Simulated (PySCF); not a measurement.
Cost of response and excited-state runs on `[O]([GeH2][GeH2][GeH2][CH3])[SiH3]`, CH₁₂Ge₃OSi

Cartesian coordinates in Å; atom numbers follow the order of the lines, from 1:
```xyz
18

C    -1.9528    1.3027    0.3335
Ge   -1.3970   -0.2467    1.4140
Ge   -0.2604   -1.8690    0.0551
Ge    0.6171   -1.0525   -2.0201
O     1.4675    0.4659   -1.7149
Si    2.2976    1.1875   -0.5285
H    -2.6758    0.9951   -0.4197
H    -2.4077    2.0781    0.9442
H    -1.0917    1.7283   -0.1777
H    -2.6108   -0.8583    2.0835
H    -0.5298    0.2060    2.5659
H     0.8671   -2.5657    0.7919
H    -1.1545   -3.0478   -0.2839
H     1.6619   -1.8999   -2.7337
H    -0.3594   -0.5956   -3.0932
H     1.5712    1.0204    0.7462
H     2.3261    2.5823   -0.9566
H     3.6227    0.5756   -0.4144
```

PySCF with density fitting, on 1 thread of an Arm Neoverse V1, shared host. Command: `OMP_NUM_THREADS=1 python excited_run.py task.json out`

Question: How long does this run take, and how much memory?
- vibronic structure, B3LYP/def2-SV(P); full response; writes grids

Answer: 
```
               run             level  basis functions  wall time  peak memory (GiB)
vibronic structure  B3LYP/def2-SV(P)              166    2.8 min                1.5
```
Times from a shared host are rough.
